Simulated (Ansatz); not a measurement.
Computed with Ansatz on PBE0-D4/def2-TZVP structures; ΔE is electronic, products minus reactants. CBS: MP2 limit from def2 TZ/QZ plus the TZ coupled-cluster correction, frozen cores. This one scheme is used for every species. DFT in def2-TZVPP. B3LYP here is the variant with VWN-RPA as its local correlation; programs differ in this. HSE06 is defined as in plane-wave codes. Each species was taken in one conformer, which may not be the lowest.

Consider the redistribution: `CC(C)(C)O[Si]Cl` + `C[N](C)[AlH2]` → `CN(C)[Si]Cl` + `CC(C)(C)[O][AlH2]`.

```json
{"level": "B97M-V", "ΔE (kcal/mol)": "-3.4"}
{"level": "B3LYP-D4", "ΔE (kcal/mol)": "-3.1"}
{"level": "r2SCANh-D4", "ΔE (kcal/mol)": "-4.4"}
{"level": "HSE06", "ΔE (kcal/mol)": "-4.4"}
{"level": "MP2/def2-TZVPP", "ΔE (kcal/mol)": "-4.6"}
{"level": "SCS-MP2/def2-TZVPP", "ΔE (kcal/mol)": "-4.4"}
{"level": "SCS-MP2/def2-QZVPP", "ΔE (kcal/mol)": "-4.5"}
{"level": "MP2/CBS(def2)", "ΔE (kcal/mol)": "-4.8"}
```

What does CCSD(T)/CBS give? (Best estimate.)

The calculation gave: -4.4 kcal/mol. The listed levels differ from it by 1.0, 1.3, 0.0, 0.0, -0.2, 0.0, -0.1, -0.4 kcal/mol.

Largest T1 diagnostic among the species: 0.013.

Leaving LDA and LC-ωPBE aside and taking each functional with its dispersion term where it has one, the values, not all of them listed here, spread over 2.2 kcal/mol, from PBE-QIDH to BLYP-D4. From BLYP to BHLYP (50 % exact exchange), in def2-TZVPP and without D4, ΔE moves by −0.8 kcal/mol. At CCSD(T), def2-SVP lies −0.8 kcal/mol from the extrapolated value and def2-TZVPP +0.2 kcal/mol.
